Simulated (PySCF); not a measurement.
PySCF input (M06-2X/6-31G* (5d)):

```python
from pyscf import gto, dft

mol = gto.M(
    atom='''
    Si   -2.45546300   -0.49918100    0.19865300
    O    -0.86571000   -0.48134300    0.66274400
    Si    0.58426500    0.22252000    0.54099800
    Cl    0.49398700    1.73463600   -0.87657000
    Cl    1.96804800   -1.19011300   -0.05713700
    H    -3.05905200    0.82535600    0.45453300
    H    -2.53895100   -0.82372800   -1.24048500
    H    -3.13414100   -1.53452500    1.00191700
    ''',
    basis='6-31g*',
    charge=0,
    spin=1,
    verbose=4,
)

mf = dft.UKS(mol, xc='m062x')
mf.grids.level = 4
mf.conv_tol = 1e-9
mf.max_cycle = 100
mf.max_memory = 1500
mf.kernel()
if not mf.converged:
    mf = mf.newton()
    mf.kernel(mf.make_rdm1())
mo, _, stable, _ = mf.stability(return_status=True)
if not stable:
    mf.kernel(mf.make_rdm1(mo, mf.mo_occ))
    stable = mf.stability(return_status=True)[2]
mf.dip_moment()
```

Output:

```
PySCF version 2.14.0

[INPUT] verbose = 4
[INPUT] num. atoms = 8
[INPUT] num. electrons = 73
[INPUT] charge = 0
[INPUT] spin (= nelec alpha-beta = 2S) = 1
[INPUT] symmetry False subgroup None
[INPUT] Mole.unit = angstrom
[INPUT] Symbol           X                Y                Z      unit          X                Y                Z       unit  Magmom
[INPUT]  1 Si    -2.455463000000  -0.499181000000   0.198653000000 AA   -4.640152579003  -0.943315376587   0.375399763823 Bohr   0.0
[INPUT]  2 O     -0.865710000000  -0.481343000000   0.662744000000 AA   -1.635954803297  -0.909606441977   1.252404650699 Bohr   0.0
[INPUT]  3 Si     0.584265000000   0.222520000000   0.540998000000 AA    1.104100834169   0.420501857238   1.022338053937 Bohr   0.0
[INPUT]  4 Cl     0.493987000000   1.734636000000  -0.876570000000 AA    0.933500139096   3.277986965811  -1.656477229010 Bohr   0.0
[INPUT]  5 Cl     1.968048000000  -1.190113000000  -0.057137000000 AA    3.719071719998  -2.248987627284  -0.107973281579 Bohr   0.0
[INPUT]  6 H     -3.059052000000   0.825356000000   0.454533000000 AA   -5.780770480803   1.559696795267   0.858942884577 Bohr   0.0
[INPUT]  7 H     -2.538951000000  -0.823728000000  -1.240485000000 AA   -4.797922033691  -1.556620321136  -2.344176911631 Bohr   0.0
[INPUT]  8 H     -3.134141000000  -1.534525000000   1.001917000000 AA   -5.922668125770  -2.899831981298   1.893348729546 Bohr   0.0

nuclear repulsion = 418.977825881533
number of shells = 44
number of NR pGTOs = 243
number of NR cGTOs = 92
basis = 6-31g*
ecp = {}

******** <class 'pyscf.dft.uks.UKS'> ********
method = UKS
initial guess = minao
damping factor = 0
level_shift factor = 0
DIIS = <class 'pyscf.scf.diis.CDIIS'>
diis_start_cycle = 1
diis_space = 8
diis_damp = 0
SCF conv_tol = 1e-09
SCF conv_tol_grad = None
SCF max_cycles = 100
direct_scf = True
direct_scf_tol = 1e-13
number electrons alpha = 37  beta = 36
XC library pyscf.dft.libxc version 7.1.2
    S. Lehtola, C. Steigemann, M. J. T. Oliveira, and M. A. L. Marques,  SoftwareX 7, 1–5 (2018)
XC functionals = m062x
    Y. Zhao and D. G. Truhlar,  Theor. Chem. Acc. 120, 215 (2008)
    Y. Zhao and D. G. Truhlar,  Theor. Chem. Acc. 120, 215 (2008)
radial grids:
    Treutler-Ahlrichs [JCP 102, 346 (1995); DOI:10.1063/1.469408] (M4) radial grids

becke partition: Becke, JCP 88, 2547 (1988); DOI:10.1063/1.454033
pruning grids: <function nwchem_prune>
grids dens level: 4
symmetrized grids: False
atomic radii adjust function: <function treutler_atomic_radii_adjust>
small_rho_cutoff = 0
Set gradient conv threshold to 3.16228e-05
tot grids = 190600
init E= -1576.75629497472
  alpha nocc = 37  HOMO = -0.186286119643317  LUMO = -0.0122323753221547
  beta  nocc = 36  HOMO = -0.371312796892228  LUMO = -0.186286119643319

WARN: HOMO -0.186286119643317 >= LUMO -0.186286119643319

cycle= 1 E= -1576.24443922818  delta_E= 0.512  |g|= 0.462  |ddm|= 2.05
  alpha nocc = 37  HOMO = -0.294170096762669  LUMO = 0.0281558965014743
  beta  nocc = 36  HOMO = -0.339186364640159  LUMO = -0.127198871823464
  HOMO = -0.294170096763  LUMO = -0.127198871823  gap/eV = 4.54352
cycle= 2 E= -1576.22200747109  delta_E= 0.0224  |g|= 0.56  |ddm|= 0.899
  alpha nocc = 37  HOMO = -0.289007996996438  LUMO = 0.0263550276321656
  beta  nocc = 36  HOMO = -0.382903042320869  LUMO = -0.0999258551837143
  HOMO = -0.289007996996  LUMO = -0.0999258551837  gap/eV = 5.14519
cycle= 3 E= -1576.34697665083  delta_E= -0.125  |g|= 0.0572  |ddm|= 0.434
  alpha nocc = 37  HOMO = -0.2843608740855  LUMO = 0.0363610295116361
  beta  nocc = 36  HOMO = -0.388921575315315  LUMO = -0.0867146322595729
  HOMO = -0.284360874086  LUMO = -0.0867146322596  gap/eV = 5.37823
cycle= 4 E= -1576.34875502071  delta_E= -0.00178  |g|= 0.0221  |ddm|= 0.0925
  alpha nocc = 37  HOMO = -0.288917559156733  LUMO = 0.036701022534614
  beta  nocc = 36  HOMO = -0.386908253691611  LUMO = -0.0864256490543123
  HOMO = -0.288917559157  LUMO = -0.0864256490543  gap/eV = 5.51009
cycle= 5 E= -1576.34917267268  delta_E= -0.000418  |g|= 0.00449  |ddm|= 0.0473
  alpha nocc = 37  HOMO = -0.289388381776664  LUMO = 0.0359578965861633
  beta  nocc = 36  HOMO = -0.386758280177216  LUMO = -0.085990709982628
  HOMO = -0.289388381777  LUMO = -0.0859907099826  gap/eV = 5.53473
cycle= 6 E= -1576.34920682447  delta_E= -3.42e-05  |g|= 0.00169  |ddm|= 0.0163
  alpha nocc = 37  HOMO = -0.289937004140728  LUMO = 0.0360119147806204
  beta  nocc = 36  HOMO = -0.386933662565253  LUMO = -0.0866613324867775
  HOMO = -0.289937004141  LUMO = -0.0866613324868  gap/eV = 5.53141
cycle= 7 E= -1576.34921203502  delta_E= -5.21e-06  |g|= 0.000435  |ddm|= 0.00722
  alpha nocc = 37  HOMO = -0.289813871327275  LUMO = 0.0360639841132064
  beta  nocc = 36  HOMO = -0.386836143617234  LUMO = -0.0865722265781868
  HOMO = -0.289813871327  LUMO = -0.0865722265782  gap/eV = 5.53049
cycle= 8 E= -1576.34921242983  delta_E= -3.95e-07  |g|= 0.000138  |ddm|= 0.00188
  alpha nocc = 37  HOMO = -0.289843097822589  LUMO = 0.0360493636694783
  beta  nocc = 36  HOMO = -0.386877007827395  LUMO = -0.0865972065978848
  HOMO = -0.289843097823  LUMO = -0.0865972065979  gap/eV = 5.53060
cycle= 9 E= -1576.34921245595  delta_E= -2.61e-08  |g|= 4.55e-05  |ddm|= 0.000399
  alpha nocc = 37  HOMO = -0.289845796481763  LUMO = 0.0360506904431999
  beta  nocc = 36  HOMO = -0.386875329924858  LUMO = -0.0866090337944261
  HOMO = -0.289845796482  LUMO = -0.0866090337944  gap/eV = 5.53035
cycle= 10 E= -1576.34921245842  delta_E= -2.48e-09  |g|= 1.49e-05  |ddm|= 0.000118
  alpha nocc = 37  HOMO = -0.289842967754563  LUMO = 0.0360510201374096
  beta  nocc = 36  HOMO = -0.386874622911774  LUMO = -0.0866072959237156
  HOMO = -0.289842967755  LUMO = -0.0866072959237  gap/eV = 5.53032
cycle= 11 E= -1576.34921245864  delta_E= -2.17e-10  |g|= 4.99e-06  |ddm|= 3.77e-05
  alpha nocc = 37  HOMO = -0.2898430878631  LUMO = 0.0360507943572852
  beta  nocc = 36  HOMO = -0.38687541722846  LUMO = -0.0866070651162985
  HOMO = -0.289843087863  LUMO = -0.0866070651163  gap/eV = 5.53033
Extra cycle  E= -1576.34921245866  delta_E= -1.55e-11  |g|= 3.62e-06  |ddm|= 1.26e-05
converged SCF energy = -1576.34921245866  <S^2> = 0.75239194  2S+1 = 2.0023905
uhf_internal: lowest eigs of H = [0.36218678 0.37942483 0.39502761]
<class 'pyscf.dft.uks.UKS'> wavefunction is stable in the internal stability analysis
Dipole moment(X, Y, Z, Debye): -1.83213,  0.00120,  1.05970
```

The geometry given is a B3LYP-D3(BJ)/def2-TZVP minimum.
